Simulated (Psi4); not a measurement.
dimethyl telluride (C2H6Te), singlet, at a GFN2-xTB geometry (all electrons, no relativity); Psi4 with HF/STO-3G.

Input for Psi4:
```
memory 2 GB

molecule {
0 1
C     1.51403960   -0.61814695    0.97361016
Te    0.01637111    0.19648656   -0.35400888
C    -1.60205503   -0.43829160    0.92933228
H     1.38011691   -1.68745138    1.07645886
H     2.48866467   -0.41855255    0.54994310
H     1.44343271   -0.14926988    1.94678120
H    -1.59498997   -1.51573359    1.03418433
H    -2.53486000   -0.12860379    0.47856174
H    -1.50556944    0.02094119    1.90487761
}

set {
  basis sto-3g
  scf_type pk
  puream true
  d_convergence 1e-8
}

energy('scf')
print_variables()
```

Task: What does Psi4 print? Leave out banner, timings and long lists.

Result: 
```
   => Loading Basis Set <=

    Name: STO-3G
    Role: ORBITAL
    Keyword: BASIS

         ---------------------------------------------------------
                                   SCF
               by Justin Turney, Rob Parrish, Andy Simmonett
                          and Daniel G. A. Smith
                              RHF Reference
         ---------------------------------------------------------

  ==> Geometry <==

    Molecular point group: c1
    Full point group: C1

    Geometry (in Angstrom), charge = 0, multiplicity = 1:

       Center              X                  Y                   Z               Mass
    ------------   -----------------  -----------------  -----------------  -----------------
         C            1.509383301671    -0.674029201963     1.074309237830    12.000000000000
         TE           0.011714811671     0.140604308037    -0.253309802170   129.906222748000
         C           -1.606711328329    -0.494173851963     1.030031357830    12.000000000000
         H            1.375460611671    -1.743333631963     1.177157937830     1.007825032230
         H            2.484008371671    -0.474434801963     0.650642177830     1.007825032230
         H            1.438776411671    -0.205152131963     2.047480277830     1.007825032230
         H           -1.599646268329    -1.571615841963     1.134883407830     1.007825032230
         H           -2.539516298329    -0.184486041963     0.579260817830     1.007825032230
         H           -1.510225738329    -0.034941061963     2.005576687830     1.007825032230

  Running in c1 symmetry.

  Rotational constants: A =      0.26638  B =      0.20249  C =      0.12021 [cm^-1]
  Rotational constants: A =   7985.80726  B =   6070.36562  C =   3603.82043 [MHz]
  Nuclear repulsion =  245.740803813716070

  Charge       = 0
  Multiplicity = 1
  Electrons    = 70
  Nalpha       = 35
  Nbeta        = 35

  ==> Algorithm <==

  SCF Algorithm Type is PK.
  DIIS enabled.
  MOM disabled.
  Fractional occupation disabled.
  Guess Type is SAD.
  Energy threshold   = 1.00e-06
  Density threshold  = 1.00e-08
  Integral threshold = 1.00e-12

  ==> Primary Basis <==

  Basis Set: STO-3G
    Blend: STO-3G
    Number of shells: 23
    Number of basis functions: 43
    Number of Cartesian functions: 45
    Spherical Harmonics?: true
    Max angular momentum: 2

  ==> Integral Setup <==

  Using in-core PK algorithm.
   Calculation information:
      Number of atoms:                   9
      Number of AO shells:              23
      Number of primitives:             69
      Number of atomic orbitals:        45
      Number of basis functions:        43

      Integral cutoff                 1.00e-12
      Number of threads:                 1

  Performing in-core PK
  Using 895862 doubles for integral storage.
  We computed 34692 shell quartets total.
  Whereas there are 38226 unique shell quartets.

  ==> DiskJK: Disk-Based J/K Matrices <==

    J tasked:                  Yes
    K tasked:                  Yes
    wK tasked:                  No
    Schwarz Cutoff:          1E-12

  Minimum eigenvalue in the overlap matrix is 2.3270451451E-01.
  Reciprocal condition number of the overlap matrix is 1.0077039028E-01.
    Using symmetric orthogonalization.

  ==> Pre-Iterations <==

  SCF Guess: Superposition of Atomic Densities via on-the-fly atomic UHF (no occupation information).

   -------------------------
    Irrep   Nso     Nmo
   -------------------------
     A         43      43
   -------------------------
    Total      43      43
   -------------------------

  ==> Iterations <==

                        Total Energy        Delta E     RMS |[F,P]|

   @RHF iter SAD: -6621.37119274523684   -6.62137e+03   0.00000e+00
   @RHF iter   1: -6625.31244716095352   -3.94125e+00   8.09754e-03 ADIIS/DIIS
   @RHF iter   2: -6625.42773653832683   -1.15289e-01   2.92493e-03 ADIIS/DIIS
   @RHF iter   3: -6625.43781498593489   -1.00784e-02   4.63135e-04 ADIIS/DIIS
   @RHF iter   4: -6625.43840036821530   -5.85382e-04   4.53800e-05 DIIS
   @RHF iter   5: -6625.43840536541211   -4.99720e-06   4.57732e-06 DIIS
   @RHF iter   6: -6625.43840541908139   -5.36693e-08   5.12700e-07 DIIS
   @RHF iter   7: -6625.43840541994086   -8.59472e-10   7.14488e-08 DIIS
   @RHF iter   8: -6625.43840541995814   -1.72804e-11   5.92607e-09 DIIS
  Energy and wave function converged.

  ==> Post-Iterations <==

    Orbital Energies [Eh]
    ---------------------

    Doubly Occupied:

       1A   -1118.643386     2A   -169.082231     3A   -160.547981
       4A   -160.547672     5A   -160.547151     6A    -33.544493
       7A    -30.494558     8A    -30.493035     9A    -30.490215
      10A    -21.574352    11A    -21.574068    12A    -21.571736
      13A    -21.570396    14A    -21.569815    15A    -11.036164
      16A    -11.036067    17A     -5.964083    18A     -4.618579
      19A     -4.611867    20A     -4.600929    21A     -1.596793
      22A     -1.595104    23A     -1.584403    24A     -1.578925
      25A     -1.577453    26A     -0.930244    27A     -0.900816
      28A     -0.595703    29A     -0.551345    30A     -0.551112
      31A     -0.535822    32A     -0.533800    33A     -0.385303
      34A     -0.308028    35A     -0.217345

    Virtual:

      36A      0.291228    37A      0.388797    38A      0.698202
      39A      0.705183    40A      0.712294    41A      0.717916
      42A      0.727883    43A      0.749469

    Final Occupation by Irrep:
              A
    DOCC [    35 ]
    NA   [    35 ]
    NB   [    35 ]

  @RHF Final Energy: -6625.43840541995814

   => Energetics <=

    Nuclear Repulsion Energy =            245.7408038137160702
    One-Electron Energy =               -9627.2364727893691452
    Two-Electron Energy =                2756.0572635556945897
    Total Energy =                      -6625.4384054199581442

Computation Completed

Properties will be evaluated at   0.000000,   0.000000,   0.000000 [a0]

Properties computed using the SCF density matrix

 Multipole Moments:

 ------------------------------------------------------------------------------------
     Multipole            Electronic (a.u.)      Nuclear  (a.u.)        Total (a.u.)
 ------------------------------------------------------------------------------------

 L = 1.  Multiply by 2.5417464519 to convert [e a0] to [Debye]
 Dipole X            :          0.5912805           -0.6159390           -0.0246584
 Dipole Y            :          7.0962606           -7.3921509           -0.2958903
 Dipole Z            :        -12.7870964           13.3205569            0.5334605
 Magnitude           :                                                    0.6105237

 ------------------------------------------------------------------------------------

  Variable Map:
  ----------------------------------------------------------------------------
  "CURRENT ENERGY"           =>   -6625.438405419958
  "CURRENT REFERENCE ENERGY" =>   -6625.438405419958
  "DD SOLVATION ENERGY"      =>       0.000000000000
  "HF KINETIC ENERGY"        =>    6625.293391254017
  "HF POTENTIAL ENERGY"      =>  -13250.731796673976
  "HF TOTAL ENERGY"          =>   -6625.438405419958
  "HF VIRIAL RATIO"          =>       2.000021887961
  "NUCLEAR REPULSION ENERGY" =>     245.740803813716
  "ONE-ELECTRON ENERGY"      =>   -9627.236472789369
  "PCM POLARIZATION ENERGY"  =>       0.000000000000
  "PE ENERGY"                =>       0.000000000000
  "SCF ITERATION ENERGY"     =>   -6625.438405419958
  "SCF ITERATIONS"           =>       8.000000000000
  "SCF TOTAL ENERGY"         =>   -6625.438405419958
  "TWO-ELECTRON ENERGY"      =>    2756.057263555695

  Array Variable Map:
  ----------------------------------------------------------------------------
  "CURRENT DIPOLE"           =>      -0.024658417604 ... 0.533460519531 1 by 3
  "SCF DIPOLE"               =>      -0.024658417604 ... 0.533460519531 1 by 3
  "SCF TOTAL ENERGIES"       =>   -6621.371192745237 ... -6625.438405419958 1 by 9
```
